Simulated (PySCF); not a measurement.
Be(I)(Et) (C2H5BeI), SMILES C[CH2][Be][I]. The structure is a stationary point at PBE-D3(BJ)/def2-SVP. The def2 effective core potentials stand for the cores of I; spin–orbit coupling is left out. The values are those of a single conformer.

Calculation: PBE-D3(BJ)/def2-SVP run with PySCF 2.14.0.

Harmonic wavenumbers (cm⁻¹): 86, 136, 259, 290, 397, 586, 894, 926, 940, 1032, 1195, 1205, 1344, 1360, 1424, 1434, 2931, 2958, 2973, 3035, 3047. Rotational constants (GHz): 25.33, 1.071, 1.041; symmetry number 1.

Work out the zero-point energy and the ideal-gas rigid-rotor harmonic-oscillator thermochemistry at 298.15 K and 1 atm.

ZPE = ½ Σ hcν = ½ × 28451 cm⁻¹ = 40.67 kcal/mol. H − E(el) = 44.97 kcal/mol. Entropy in cal/(mol K): translation 41.21, rotation 26.83, vibration 11.84, total 79.88. G − E(el) = 21.15 kcal/mol. Cp = 20.42 cal/(mol K). Modes under 150 cm⁻¹ make the vibrational entropy uncertain.
